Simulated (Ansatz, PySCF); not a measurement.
Process, species as SMILES: FC(F)(F)C(Cl)Cl → F[C](F)F + Cl[CH]Cl (the C-C bond at the site shown breaks; other sites are not compared here)
Geometries: B3LYP-D3(BJ)/def2-TZVP minima from Ansatz (a quantum-chemistry and plane-wave program), one conformer each, not searched for the lowest.
Geometry of the first species:
```
C
H 1 1.0852
C 1 1.5365 2 108.21
F 3 1.3330 1 112.62 2 -180.00
F 3 1.3417 4 108.47 1 -121.70
F 3 1.3417 4 108.47 5 -116.60
Cl 1 1.7740 2 107.92 3 -119.31
Cl 1 1.7740 2 107.92 3 119.31
```
Charge 0, spin multiplicity 1.

Quantity: bond dissociation energy (0 K, with B3LYP-D3(BJ) harmonic zero-point energies from PySCF), in eV. Valence correlation only, unless marked. UHF or UKS for open shells. No spin-orbit coupling. No relativistic terms. CBS marks a two-point X^-3 extrapolation of the correlation energy; Hartree-Fock from the larger set. The bracket is a focal-point correction in the basis named.

Level to compare with: RI-MP2/CBS(cc-pV(T+d)Z,cc-pV(Q+d)Z)+[CCSD(T)-MP2]/cc-pV(T+d)Z (Ansatz), 3.90 eV. It is a level with limits of its own, and the differences hold the functionals' basis error too.

Problem. Rank these functionals by how close they come to RI-MP2/CBS(cc-pV(T+d)Z,cc-pV(Q+d)Z)+[CCSD(T)-MP2]/cc-pV(T+d)Z, closest first: CAM-B3LYP/def2-TZVPD (Ansatz); B3LYP/def2-TZVPD (Ansatz); revPBE/def2-TZVPD (Ansatz); PBE/def2-TZVPD (Ansatz).

Solution. CAM-B3LYP/def2-TZVPD (range-separated hybrid, 3.47 eV, difference -0.43), PBE/def2-TZVPD (GGA, 3.38 eV, difference -0.52), B3LYP/def2-TZVPD (global hybrid, 3.29 eV, difference -0.61), revPBE/def2-TZVPD (GGA, 3.09 eV, difference -0.81)
